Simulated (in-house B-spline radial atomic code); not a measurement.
Values are calculated unless marked as measured or tabulated.
**What the choice of pseudopotential does to G0W0 on PBE0: Tc²⁺**

All numbers come from an all-electron radial atomic-structure program (B-spline basis), non-relativistic (model numbers for so heavy an element), configuration [Kr] 4d5, open shells at high spin. Semilocal Troullier-Martins pseudo-atoms, one channel per l, are made with PBE or LDA for several valence sets and radii, with or without a model core, and set against the all-electron atom. One channel fits only the lowest state of its l, so a second state of that l is approximate. All electrons give 4d up: PBE0 -25.900 eV, G0W0 -30.43 eV, 4p down: PBE0 -60.59 eV, G0W0 -65.51 eV. Potentials are made in the ion's own configuration unless the neutral atom is named, and a smooth local potential serves every l without a channel. Potentials that miss their own reference levels by more than 6 millihartree, or need radii over 3.5 bohr, are left out. Columns give pseudo minus all-electron, in eV; a dash marks a level in the core or of low weight.

```json
{"valence": "4d", "made with": "PBE", "radii (bohr)": "s 2.05 p 2.45 d 1.00", "model core (bohr)": "1.44", "4d up PBE0": "+1.23", "4d up G0W0": "+2.95", "4p down PBE0": "-", "4p down G0W0": "-"}
{"valence": "4d", "made with": "PBE", "radii (bohr)": "s 2.57 p 3.06 d 1.25", "model core (bohr)": "1.44", "4d up PBE0": "+1.23", "4d up G0W0": "+3.13", "4p down PBE0": "-", "4p down G0W0": "-"}
{"valence": "4p 4d", "made with": "PBE, neutral atom", "radii (bohr)": "s 2.55 p 0.93 d 1.12", "model core (bohr)": "none", "4d up PBE0": "+0.13", "4d up G0W0": "+0.61", "4p down PBE0": "+1.37", "4p down G0W0": "+2.45"}
{"valence": "4p 4d", "made with": "PBE, neutral atom", "radii (bohr)": "s 2.83 p 1.03 d 1.25", "model core (bohr)": "none", "4d up PBE0": "+0.12", "4d up G0W0": "+0.63", "4p down PBE0": "+1.38", "4p down G0W0": "+2.49"}
{"valence": "4p 4d", "made with": "LDA, neutral atom", "radii (bohr)": "s 3.20 p 1.19 d 1.44", "model core (bohr)": "none", "4d up PBE0": "-0.02", "4d up G0W0": "+0.51", "4p down PBE0": "+1.21", "4p down G0W0": "+2.33"}
{"valence": "4p 4d", "made with": "PBE, neutral atom", "radii (bohr)": "s 2.27 p 0.82 d 1.00", "model core (bohr)": "0.74", "4d up PBE0": "+0.17", "4d up G0W0": "+0.65", "4p down PBE0": "+1.40", "4p down G0W0": "+2.51"}
{"valence": "4p 4d", "made with": "PBE", "radii (bohr)": "s 2.31 p 0.93 d 1.12", "model core (bohr)": "0.74", "4d up PBE0": "+0.14", "4d up G0W0": "+0.62", "4p down PBE0": "+1.26", "4p down G0W0": "+2.32"}
{"valence": "4p 4d", "made with": "PBE, neutral atom", "radii (bohr)": "s 3.26 p 1.19 d 1.44", "model core (bohr)": "0.74", "4d up PBE0": "+0.18", "4d up G0W0": "+0.75", "4p down PBE0": "+1.35", "4p down G0W0": "+2.51"}
{"valence": "4p 4d", "made with": "PBE", "radii (bohr)": "s 3.34 p 1.34 d 1.62", "model core (bohr)": "0.74", "4d up PBE0": "+0.13", "4d up G0W0": "+0.72", "4p down PBE0": "+1.28", "4p down G0W0": "+2.44"}
{"valence": "4s 4p 4d", "made with": "PBE", "radii (bohr)": "s 0.79 p 0.82 d 1.00", "model core (bohr)": "none", "4d up PBE0": "-0.04", "4d up G0W0": "-0.15", "4p down PBE0": "+0.22", "4p down G0W0": "+0.31"}
{"valence": "4s 4p 4d", "made with": "PBE, neutral atom", "radii (bohr)": "s 1.13 p 1.19 d 1.44", "model core (bohr)": "none", "4d up PBE0": "-0.12", "4d up G0W0": "-0.22", "4p down PBE0": "+0.06", "4p down G0W0": "+0.10"}
{"valence": "4s 4p 4d", "made with": "LDA, neutral atom", "radii (bohr)": "s 1.25 p 1.34 d 1.62", "model core (bohr)": "none", "4d up PBE0": "-0.26", "4d up G0W0": "-0.36", "4p down PBE0": "-0.14", "4p down G0W0": "-0.11"}
{"valence": "4s 4p 4d", "made with": "LDA, neutral atom", "radii (bohr)": "s 0.96 p 1.03 d 1.25", "model core (bohr)": "0.71", "4d up PBE0": "-0.17", "4d up G0W0": "-0.29", "4p down PBE0": "+0.21", "4p down G0W0": "+0.24"}
{"valence": "4s 4p 4d", "made with": "PBE, neutral atom", "radii (bohr)": "s 1.28 p 1.34 d 1.62", "model core (bohr)": "0.71", "4d up PBE0": "-0.28", "4d up G0W0": "-0.37", "4p down PBE0": "+0.06", "4p down G0W0": "+0.11"}
```

How does the G0W0 shift of 4d up, which all sets hold, depend on the valence set?

Mean size: 4s 4p 4d: 0.28 eV; 4p 4d: 0.64 eV; 4d: 3.04 eV. A semicore state feels strong exchange with the other subshells of its n, so the gain is largest when that whole shell is in the valence. The means mix radii and the functional used in making the potentials.
